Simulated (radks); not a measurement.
Problem. Charge is removed step by step from the 6s up level of Pb3+, starting from [Xe] 4f14 5d10 6s(up 1, down 0). Calculated with a radial shooting solver on a logarithmic mesh with Libxc functionals: scalar-relativistic Kohn-Sham, PBE, spin-polarised, spherical densities, point nucleus. At the starting occupation the eigenvalue is -37.960 eV. Estimate the energy to remove one whole electron from this level, the eigenvalue at the end, and how far E(n) bends from a straight line.

Solution. Delta-SCF 42.951 eV; final eigenvalue -48.021 eV; the deviation from the straight line is -1.258 eV at 0.5 electron removed, the largest on the grid computed. Slater's transition state (half an electron removed) gives 42.953 eV. Integrating minus the eigenvalue over the occupation (Janak's theorem) gives 42.966 eV. In this scalar-relativistic scheme the density is built from large components alone, so the theorem holds only approximately. The mean slope of the eigenvalue, de/dn, is 10.1 eV per electron. Ionisation energy of Pb3+ in the NIST Atomic Spectra Database: 42.333 eV (measured).

Beside tabulated values, note that scalar-relativistic runs lack spin-orbit coupling.
